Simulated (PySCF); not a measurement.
## The I–Cl bond energy of ICl₅

Computed with B3LYP in PySCF with I def2-SVP with ECP28, Cl def2-SVP; scalar-relativistic core potentials, no spin–orbit coupling; density-fitted integrals.

Each entry is the lowest minimum that a search over a few typed start shapes (and spin states, where more than one is plausible) found, or that minimum re-optimised at the stated level; isomers with ligand–ligand bonds, or fragments after loss of a ligand pair, can lie lower.

Total energies (Eh), which compare only within these settings: Cl atom -460.00602.

```
species  2S+1  group       E (Eh)  ZPE (kJ/mol)
   ICl₄     2    C4v  -2137.98304           9.9
   ICl₅     1    C4v  -2598.02007          13.7
```

Question: What are De and D0 for ICl₅ → ICl₄ + Cl?

Answer: De = [(-2137.98304) + (-460.00602) − (-2598.02007)] × 2625.5 = 81 kJ/mol. The zero-point energy changes by -3.8 kJ/mol, so D0 = 78 kJ/mol.

Atoms and open shells are unrestricted, without spin–orbit or basis-set superposition corrections.

Spin–orbit coupling can matter for elements this heavy.
